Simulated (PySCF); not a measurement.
## Single point on KNa

State: ¹Σ⁺ (singlet), closed shell.

An equivalent input (the run itself took its basis sets from the Basis Set Exchange, started from a PBE0 density and held the occupation σ 9α 9β, πx 3α 3β, πy 3α 3β):

```python
from pyscf import gto, dft
mol = gto.M(atom='K 0 0 0; Na 0 0 3.571', basis={'K': 'def2-SVPD', 'Na': 'def2-SVPD'},
            charge=0, spin=0, verbose=4, symmetry='C2v')
mf = dft.UKS(mol, xc='PBE')
mf.grids.atom_grid = (80, 434)
mf.grids.prune = dft.gen_grid.treutler_prune
mf.irrep_nelec = {'A1': (9, 9), 'B1': (3, 3), 'B2': (3, 3)}
mf.conv_tol = 1e-9
mf.max_cycle = 60
mf.diis_space = 10
mf.kernel()
```

The log (some set-up lines and the per-cycle HOMO/LUMO lines removed):

```
******** <class 'pyscf.dft.uks_symm.SymAdaptedUKS'> ********
method = SymAdaptedUKS
damping factor = 0
level_shift factor = 0
DIIS = <class 'pyscf.scf.diis.CDIIS'>
diis_start_cycle = 1
diis_space = 10
diis_damp = 0
SCF conv_tol = 1e-09
SCF conv_tol_grad = None
SCF max_cycles = 60
number electrons alpha = 15  beta = 15
Set gradient conv threshold to 3.16228e-05
init E= -761.738277432726
cycle= 1 E= -761.73867247021  delta_E= -0.000395  |g|= 0.0063  |ddm|= 0.208
cycle= 2 E= -761.738437423423  delta_E= 0.000235  |g|= 0.00982  |ddm|= 0.105
cycle= 3 E= -761.738727306453  delta_E= -0.00029  |g|= 0.00212  |ddm|= 0.0932
cycle= 4 E= -761.738750054884  delta_E= -2.27e-05  |g|= 0.000178  |ddm|= 0.023
cycle= 5 E= -761.738750130806  delta_E= -7.59e-08  |g|= 3.39e-05  |ddm|= 0.00152
cycle= 6 E= -761.738750134572  delta_E= -3.77e-09  |g|= 2.94e-06  |ddm|= 0.00028
cycle= 7 E= -761.7387501346  delta_E= -2.82e-11  |g|= 1.58e-07  |ddm|= 1.97e-05
Extra cycle  E= -761.738750134599  delta_E= 1.36e-12  |g|= 1.92e-07  |ddm|= 3.22e-06
converged SCF energy = -761.738750134599  <S^2> = -7.1054274e-15  2S+1 = 1
```

Repeating this along the bond gives Re = 3.556 Å and ωe = 120 cm⁻¹.

A point of this curve took 0.49 CPU seconds beside 0.059 for the integrals (shared host).

Closed-shell solutions of metal pairs were not tested for spin polarisation, which can lower them a little.
